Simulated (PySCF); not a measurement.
## Steps of a relaxation of YO(OH)

YO(OH) (singlet). PySCF 2.14.0, RKS PBE0, Y def2-SVP with ECP28, O def2-SVP, H def2-SVP; non-relativistic Hamiltonian with scalar-relativistic core potentials where named; density fitting; no spin-orbit coupling. Origin of the start: template. Columns: position (Å) and force (eV/Å). Energies are counted from the last step; some of the 18 steps are shown. Forces carry noise of the integration grid, about 0.01 to 0.03 eV/Å.

Run from Python with OMP_NUM_THREADS=2. Where DIIS fails, smearing, a level shift and second-order steps follow.
It took 20 s on 2 threads of Arm Neoverse V1 (shared host), from the converged density of the start.

```xyz
4
step 0  E = 0.353 eV
Y     0.0641   -0.0008   -0.2160    -2.39   -0.04   -1.25
O     1.6852   -0.0008    0.5095     1.87    0.01    1.26
O    -1.8637   -0.0008    0.6467    -0.01    0.11   -0.28
H    -2.8232    0.0898    0.7058     0.52   -0.08    0.27
```

```xyz
4
step 6  E = 0.075 eV
Y     0.0305   -0.0279   -0.4307     0.12   -0.04   -0.12
O     1.4511    0.0186    0.7062     0.21    0.01    0.10
O    -1.7970    0.0059    0.4312    -1.20    0.14    0.31
H    -2.6221    0.0911    0.9392     0.87   -0.11   -0.28
```

```xyz
4
step 11  E = 0.005 eV
Y     0.0224   -0.0412   -0.4442    -0.04   -0.03   -0.18
O     1.3810    0.0272    0.7655     0.10    0.02    0.14
O    -1.8860    0.0212    0.2805     0.05    0.00   -0.16
H    -2.4550    0.0804    1.0442    -0.10    0.01    0.21
```

Problem. Where does the relaxation end?

Solution. It converges at step 17 in Cs:
```xyz
4
step 17  E = 0
Y     0.0163   -0.0465   -0.4739
O     1.3195    0.0311    0.7993
O    -1.8984    0.0251    0.2450
H    -2.3749    0.0779    1.0756
```

Problem. How did the contacts change?

Solution. 
```
   contact  start (Å)  end (Å)
 Y1–O2 (O)      1.776    1.824
Y1–O3 (OH)      2.112    2.046
```
